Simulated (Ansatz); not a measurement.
Ansatz (an electronic-structure program) input file for B(AsH2)2(H) (As2BH5), SMILES [AsH2]B[AsH2], PBE-D3(BJ)/def2-SVP. 

Ansatz 0.2 input:
```yaml
crystal:
  periodic: [false, false, false]
  atoms:
    - {symbol: B, position_ang: [-0.00000000, 0.00000000, 0.87096391]}
    - {symbol: As, position_ang: [1.76913802, -0.06321801, -0.07770246]}
    - {symbol: H, position_ang: [2.45741048, 1.07611211, 0.66469414]}
    - {symbol: H, position_ang: [1.40233705, 0.74612350, -1.31559401]}
    - {symbol: As, position_ang: [-1.76913802, 0.06321801, -0.07770246]}
    - {symbol: H, position_ang: [-2.45741049, -1.07611212, 0.66469414]}
    - {symbol: H, position_ang: [-1.40233706, -0.74612351, -1.31559400]}
    - {symbol: H, position_ang: [-0.00000000, 0.00000000, 2.07534243]}
basis:
  gaussian:
    orbitals: def2-SVP
hamiltonian:
  xc: pbe
  dispersion: d3bj
relax: {f_tol: 0.002, max_steps: 200}
```

Log of the run:

```
Functional definition: PBE
integrals: 0.05 GiB planned
1170 factors; their error is unknown
mean field: 0.27 GiB planned
mean field evaluation 1: about -122401.8973 eV, gradient 3.1e1 eV
mean field evaluation 2: about -122397.6320 eV, gradient 4.5e1 eV
mean field evaluation 4: about -122404.5740 eV, gradient 1.8e0 eV
mean field evaluation 8: about -122404.5056 eV, gradient 1.6e-2 eV
mean field -122404.50562356 eV, -4498.2826129120 hartree, gradient 3.4e-5 eV, S^2 0.000000; 0 other end points of the search recorded, 0 dependent functions left out
the calculation of the forces begins
reference -122404.50565411 eV, -4498.2826140348 hartree; 38, 38 occupied and 65, 65 virtual orbitals, 1170 factors
relax step   1: F+E_penalty+E_count = -122404.68696248 eV  Δ(F+E_penalty+E_count) = +0.000e0 eV  max|allowed force component| = 3.104e-1 eV/Å  Δτ_max = 0.0000 Å  (26 SCF iters, accepted)
these checks for a lower state are left out or cut short: starts, cluster_reference, orbital_swaps, neighbouring_geometries, increment
integrals: 0.05 GiB planned
1170 factors; their error is unknown
mean field: 0.27 GiB planned
mean field evaluation 16: about -122404.5878 eV, gradient 7.6e-1 eV
mean field -122404.51028941 eV, -4498.2827843786 hartree, gradient 6.5e-5 eV, S^2 0.000000; 0 other end points of the search recorded, 0 dependent functions left out
the calculation of the forces begins
reference -122404.51031998 eV, -4498.2827855023 hartree; 38, 38 occupied and 65, 65 virtual orbitals, 1170 factors
relax step   2: F+E_penalty+E_count = -122404.69151171 eV  Δ(F+E_penalty+E_count) = -4.549e-3 eV  max|allowed force component| = 1.029e-1 eV/Å  Δτ_max = 0.0086 Å  (28 SCF iters, accepted)
these checks for a lower state are left out or cut short: starts, cluster_reference, orbital_swaps, neighbouring_geometries, increment
integrals: 0.05 GiB planned
1170 factors; their error is unknown
mean field: 0.27 GiB planned
mean field -122404.51058583 eV, -4498.2827952721 hartree, gradient 2.2e-5 eV, S^2 0.000000; 0 other end points of the search recorded, 0 dependent functions left out
the calculation of the forces begins
reference -122404.51061642 eV, -4498.2827963961 hartree; 38, 38 occupied and 65, 65 virtual orbitals, 1170 factors
relax step   3: F+E_penalty+E_count = -122404.69177819 eV  Δ(F+E_penalty+E_count) = -2.665e-4 eV  max|allowed force component| = 9.004e-3 eV/Å  Δτ_max = 0.0031 Å  (24 SCF iters, accepted)
these checks for a lower state are left out or cut short: starts, cluster_reference, orbital_swaps, neighbouring_geometries, increment
integrals: 0.05 GiB planned
1170 factors; their error is unknown
mean field: 0.27 GiB planned
mean field evaluation 32: about -122404.5106 eV, gradient 5.3e-5 eV
mean field -122404.51060242 eV, -4498.2827958816 hartree, gradient 5.3e-5 eV, S^2 0.000000; 0 other end points of the search recorded, 0 dependent functions left out
the calculation of the forces begins
reference -122404.51063300 eV, -4498.2827970055 hartree; 38, 38 occupied and 65, 65 virtual orbitals, 1170 factors
relax step   4: F+E_penalty+E_count = -122404.69180523 eV  Δ(F+E_penalty+E_count) = -2.704e-5 eV  max|allowed force component| = 5.978e-3 eV/Å  Δτ_max = 0.0030 Å  (21 SCF iters, accepted)
these checks for a lower state are left out or cut short: starts, cluster_reference, orbital_swaps, neighbouring_geometries, increment
integrals: 0.05 GiB planned
1170 factors; their error is unknown
mean field: 0.27 GiB planned
mean field -122404.51064432 eV, -4498.2827974213 hartree, gradient 6.5e-5 eV, S^2 0.000000; 0 other end points of the search recorded, 0 dependent functions left out
the calculation of the forces begins
reference -122404.51067492 eV, -4498.2827985459 hartree; 38, 38 occupied and 65, 65 virtual orbitals, 1170 factors
relax step   5: F+E_penalty+E_count = -122404.69182528 eV  Δ(F+E_penalty+E_count) = -2.004e-5 eV  max|allowed force component| = 7.391e-3 eV/Å  Δτ_max = 0.0079 Å  (27 SCF iters, accepted)
these checks for a lower state are left out or cut short: starts, cluster_reference, orbital_swaps, neighbouring_geometries, increment
integrals: 0.05 GiB planned
1170 factors; their error is unknown
mean field: 0.27 GiB planned
mean field -122404.51064930 eV, -4498.2827976046 hartree, gradient 3.4e-5 eV, S^2 0.000000; 0 other end points of the search recorded, 0 dependent functions left out
the calculation of the forces begins
reference -122404.51067990 eV, -4498.2827987291 hartree; 38, 38 occupied and 65, 65 virtual orbitals, 1170 factors
relax step   6: F+E_penalty+E_count = -122404.69183093 eV  Δ(F+E_penalty+E_count) = -5.649e-6 eV  max|allowed force component| = 3.737e-3 eV/Å  Δτ_max = 0.0013 Å  (20 SCF iters, accepted)
these checks for a lower state are left out or cut short: starts, cluster_reference, orbital_swaps, neighbouring_geometries, increment
integrals: 0.05 GiB planned
1170 factors; their error is unknown
mean field: 0.27 GiB planned
mean field -122404.51065619 eV, -4498.2827978577 hartree, gradient 1.6e-5 eV, S^2 0.000000; 0 other end points of the search recorded, 0 dependent functions left out
the calculation of the forces begins
reference -122404.51068679 eV, -4498.2827989821 hartree; 38, 38 occupied and 65, 65 virtual orbitals, 1170 factors
relax step   7: F+E_penalty+E_count = -122404.69183232 eV  Δ(F+E_penalty+E_count) = -1.392e-6 eV  max|allowed force component| = 5.381e-4 eV/Å  Δτ_max = 0.0004 Å  (19 SCF iters, accepted)
integrals: 0.05 GiB planned
1170 factors; their error is unknown
mean field: 0.27 GiB planned
mean field evaluation 64: about -122404.5107 eV, gradient 4.9e-5 eV
mean field -122404.51065619 eV, -4498.2827978577 hartree, gradient 1.6e-5 eV, S^2 0.000000; 1 other end points of the search recorded, 0 dependent functions left out
the calculation of the forces begins
reference -122404.51068679 eV, -4498.2827989821 hartree; 38, 38 occupied and 65, 65 virtual orbitals, 1170 factors
Total energy: -122404.69186292 eV, -4498.2894570821 hartree
Atom 0 at    -0.000000     0.000000     0.870305 Å, force     0.000000     0.000000    -0.000052 eV/Å
Atom 1 at     1.767114    -0.064892    -0.071711 Å, force    -0.000243     0.000334     0.000121 eV/Å
Atom 2 at     2.461944     1.085912     0.665796 Å, force     0.000359     0.000034     0.000077 eV/Å
Atom 3 at     1.406623     0.737001    -1.327687 Å, force     0.000058    -0.000161     0.000098 eV/Å
Atom 4 at    -1.767114     0.064892    -0.071711 Å, force     0.000243    -0.000334     0.000121 eV/Å
Atom 5 at    -2.461944    -1.085912     0.665796 Å, force    -0.000359    -0.000034     0.000077 eV/Å
Atom 6 at    -1.406623    -0.737001    -1.327687 Å, force    -0.000058     0.000161     0.000098 eV/Å
Atom 7 at    -0.000000    -0.000000     2.086002 Å, force    -0.000000    -0.000000    -0.000538 eV/Å
Dipole moment:    -0.000000     0.000000    -0.024538 e Å
```

Self-consistency was reached.
